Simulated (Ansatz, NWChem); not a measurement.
# From NWChem to Ansatz

This NWChem 7.3.0 job computes ZrO2 (zirconia):

calc.nw:
```
start calc
memory 2200 mb
charge 0

geometry noautosym nocenter noautoz
   O     0.700404    1.512654    0.393891
   Zr    0.348500   -0.481700    0.351800
   O    -1.003000   -0.770800   -0.740100
end

basis spherical bse
   * library def2-TZVP
end

ecp bse
   Zr library def2-TZVP
end

dft
   xc wb97x
   grid fine
   convergence energy 1e-08
   iterations 100
   mulliken
   noprint "final vectors analysis"
end

task dft energy
```

```bash
$ nwchem calc.nw > calc.out
```

One bond was lengthened or shortened from a relaxed shape.

It gives a total energy of -197.518617 Eh.

Q: Translate the job to Ansatz 0.2.0 as an input file of the program's own.

A: For example:

input.yaml:
```yaml
crystal:
  periodic: [false, false, false]
  atoms:
    - {symbol: O, position_ang: [0.700404, 1.512654, 0.393891]}
    - {symbol: Zr, position_ang: [0.348500, -0.481700, 0.351800]}
    - {symbol: O, position_ang: [-1.003000, -0.770800, -0.740100]}
basis:
  gaussian:
    orbitals: def2-TZVP
output: {orbitals: {seedname: orbitals}}
hamiltonian:
  xc: {name: wB97X}
accuracy: high
```

```bash
$ ansatz run input.yaml --threads 1 --pin off --max-ram 3480MiB --events-out events.jsonl --progress --plain --runs-dir runs
```

Its energy is -197.518638 Eh, 0.021 mEh from the first.
